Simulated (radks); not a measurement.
The numbers below are computed, except where a source is named.
These are the eigenvalues of the occupied orbitals of an atom or ion with whole-number occupations (hartree). Level of theory: Dirac Kohn-Sham, LDA (Slater exchange, Perdew-Wang correlation), spin-unpolarised, spherical densities, finite nucleus; Fermi nuclear charge, rms radius of each element as measured or else 0.836 A^(1/3) + 0.57 fm (a radial shooting solver on a logarithmic mesh with Libxc functionals).

orbital  eigenvalue
1s1/2     -2245.909
2s1/2     -380.8724
2p1/2     -363.5039
2p3/2     -325.0686
3s1/2     -86.29525
3p1/2     -78.59883
3p3/2     -70.44290
3d3/2     -57.27321
3d5/2     -55.48927
4s1/2     -17.45535
4p1/2     -14.33996
4p3/2     -12.48870
4d3/2      -7.35024
4d5/2      -7.01347
5s1/2      -2.63701
5p1/2      -1.77483
5p3/2      -1.53469
4f5/2      -0.76861
4f7/2      -0.71927
6s1/2      -0.50123
7s1/2      -0.17675

Which element is it, and in what charge state? The configuration may be excited. Open shells, if any, are shared by 2j + 1.

Answer. Z = 70, ytterbium, charge +1: Yb+ in [Kr] 4d10 4f14 5s1 5p6 6s1 7s1. The list shows which subshells hold electrons but not how many an open one holds; the 1s level, -2245.9 hartree, gives Z - s = 67.0 by -(Z - s)^2/2, which with screening and relativity narrows Z to a few neighbours, and the depths of the outer levels then fix element, charge and occupations together.
